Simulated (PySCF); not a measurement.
Molecule: C6H12, charge 0, multiplicity 1. 
Structure (B3LYP-D3(BJ)/def2-TZVP (Ansatz) minimum search):
SMILES: CC1CCCC1
```xyz
18

C      2.0463    -0.8288     0.2504
C      0.5927    -0.4163     0.4259
C     -0.3572    -0.9452    -0.6555
C     -1.6315    -0.0931    -0.5111
C     -1.1740     1.2371     0.1521
C      0.3448     1.0957     0.3621
H      2.4310    -0.4810    -0.7123
H      2.6786    -0.4057     1.0342
H      2.1596    -1.9147     0.2818
H      0.2371    -0.7790     1.3987
H      0.1012    -0.7800    -1.6362
H     -0.5489    -2.0159    -0.5666
H     -2.1194     0.0727    -1.4720
H     -2.3578    -0.6017     0.1251
H     -1.4197     2.1069    -0.4577
H     -1.6782     1.3740     1.1103
H      0.8868     1.5040    -0.4973
H      0.7029     1.6231     1.2480
```

Dispersion corrections to the total energy (kcal/mol) from the dftd3 and dftd4 libraries through PySCF: D3(BJ) without and D4 with the three-body term, each with the damping fitted for the functional named.

```
functional  D3(BJ)      D4
----------  ------  ------
r2SCAN       -2.73   -2.34
B3LYP       -15.75  -14.08
BHLYP       -11.87   -9.60
PBE0         -8.05       …
LC-wPBE          …   -9.76
PBE              …   -8.90
HF          -68.75  -33.27
```

Problem. Some entries are withheld; supply them.

Solution. 
- PBE0, D4: -7.46
- LC-wPBE, D3(BJ): -8.51
- PBE, D3(BJ): -9.52
